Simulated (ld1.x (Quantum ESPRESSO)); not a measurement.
**Transferability test, TM semilocal potential for sulfur (S)**

ld1.x (Quantum ESPRESSO) 7.5 input, shortened:

```
&input
   title='S', zed=16., rel=1, dft='PBE', iswitch=3,
   config='[Ne] 3s1.75 3p4.25 3d-2'
 /
 &inputp
   pseudotype=1, tm=.true., lloc=0,
   nlcc=.true.
 /
3
3P  2  1   4.25   0.00  1.06  1.06  0.0
3D  3  2  -2.00   0.45  1.05  1.05  0.0
3S  1  0   1.75   0.00  1.05  1.05  0.0
 &test
   configts(1)='3s1.75 3p4.25'
 /
```

Energies are relative to the spin-unpolarised reference configuration 3s1.75 3p4.25; without spin polarisation the order of configurations can differ from experiment.

Q: Give the all-electron excitation energy and the error of the potential for: 3s2 3p4; 3s2 3p3; 3s2 3p2; 3s2 3p4.3; 3s0 3p6; 3s1 3p4; 3s2 3p0.

A:

```
valence configuration  charge  ΔE all-electron (eV)  error AE − PS (meV)
              3s2 3p4       0                -2.566                 +0.2
              3s2 3p3      +1                 9.203                 +4.7
              3s2 3p2      +2                31.487                  +31
            3s2 3p4.3    -0.3                -4.275                 +0.8
              3s0 3p6       0                18.174                 +5.7
              3s1 3p4      +1                20.082                  +11
              3s2 3p0      +4               112.325                 +192
```

Levels in the configuration 3s2 3p3:

| level | all-electron (eV) | pseudo (eV) |
| --- | --- | --- |
| 3s | -27.630 | -27.612 |
| 3p | -16.796 | -16.782 |
